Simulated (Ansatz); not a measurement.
System: sum formula AlO2BrH2 (charge 0, singlet). 
Geometry from a B3LYP-D3(BJ)/def2-TZVP (Ansatz, a quantum-chemistry and plane-wave program) optimisation:
```
Al
O 1 1.6880
H 2 0.9575 1 125.54
O 1 1.6880 2 125.62 3 0.00
H 4 0.9575 1 125.54 2 0.00
Br 1 2.2406 2 117.19 3 -180.00
```
Charge 0, spin multiplicity 1.

Property: atomisation energy (electronic, to ground-state atoms), in kcal/mol. Correlated levels leave the core frozen unless marked. Open shells are spin-unrestricted. No spin-orbit coupling. The frozen core is the preceding noble-gas configuration, with the filled d and f shells of earlier blocks. Non-relativistic. The coupled-cluster limit lacks core correlation, which all-electron functionals hold. CBS(X,Y): correlation extrapolated as X^-3; Hartree-Fock from the larger set.

```csv
level,program,atomisation energy (kcal/mol)
CAM-B3LYP-D3(BJ)/def2-TZVPD,Ansatz + dftd3,(withheld)
LC-wPBE/def2-TZVPD,Ansatz,(withheld)
B2GP-PLYP-D3(BJ)/def2-TZVPD,Ansatz + dftd3,(withheld)
SCS-MP2/def2-SVPD,Ansatz,514.2
CCSD/def2-QZVPPD,Ansatz,519.9
"CCSD(T)/CBS(def2-TZVPPD,def2-QZVPPD)",Ansatz,537.2
```

Question: Complete the blanks.

Answer: 
- CAM-B3LYP-D3(BJ)/def2-TZVPD, atomisation energy (kcal/mol): 529.3
- LC-wPBE/def2-TZVPD, atomisation energy (kcal/mol): 526.5
- B2GP-PLYP-D3(BJ)/def2-TZVPD, atomisation energy (kcal/mol): 526.4
